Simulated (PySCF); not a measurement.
## Electron correlation in Se (selenium, neutral)

[Ar] 3d10 4s2 4p4, high-spin 3P determinant. Calculation: PySCF 2.14, in def2-TZVPPD (7s6p5d1f, 57 functions); no relativity, point nucleus. Frozen: [Ne]; 24 electrons correlated.

MP2 pair energies summed by pair of shells (mhartree):

```csv
pair,energy,share (%)
3d-3d,-87.18,30.6
4s-4p,-46.72,16.4
4p-4p,-44.92,15.8
3p-3d,-37.53,13.2
3s-3d,-16.65,5.8
3d-4p,-15.05,5.3
3d-4s,-11.93,4.2
4s-4s,-8.68,3.0
3p-3p,-6.28,2.2
3s-3p,-4.16,1.5
3p-4s,-2.30,0.8
3p-4p,-2.06,0.7
3s-3s,-0.88,0.3
3s-4p,-0.34,0.1
3s-4s,-0.31,0.1
```

Total MP2 correlation energy: -284.98 mhartree.

Same-spin part -90.51 and opposite-spin part -194.47 mhartree; SCS-MP2 scales them by 1/3 and 6/5 to -263.53 mhartree.

This basis was not built for core-valence correlation, so the inner-shell part is incomplete.
